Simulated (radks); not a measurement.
The hydrogen anion H-, [He], held by a Watson sphere: a shell of charge +1 at radius R that stands for the Madelung well of a crystal (potential energy -1/R inside, -1/r outside, in hartree with lengths in bohr). Calculated with a radial shooting solver on a logarithmic mesh with Libxc functionals: scalar-relativistic Kohn-Sham, PBE, spin-unpolarised, spherical densities, point nucleus. Response by self-consistent Sternheimer equations with the Hartree and adiabatic LDA kernel, the relativistic mass of each level held fixed and spin-orbit coupling left out. The sphere does not respond.

| R (bohr) | e(1s) (eV) | <r> 1s (bohr) | sum of <r^2> (bohr^2) | X-ray form factor at sin(theta)/lambda = 0.1 1/angstrom | alpha (bohr^3) |
|---|---|---|---|---|---|
| 1.75 | -7.440 | 1.712 | 7.789 | 1.529 | 12.55 |
| 1.94 | -6.979 | 1.779 | 8.428 | 1.498 | 14.67 |
| 2.53 | -5.813 | 1.959 | 10.33 | 1.413 | 22.29 |
| 2.9 | -5.233 | 2.052 | 11.46 | 1.368 | 27.85 |
| 3.12 | -4.929 | 2.102 | 12.10 | 1.345 | 31.45 |
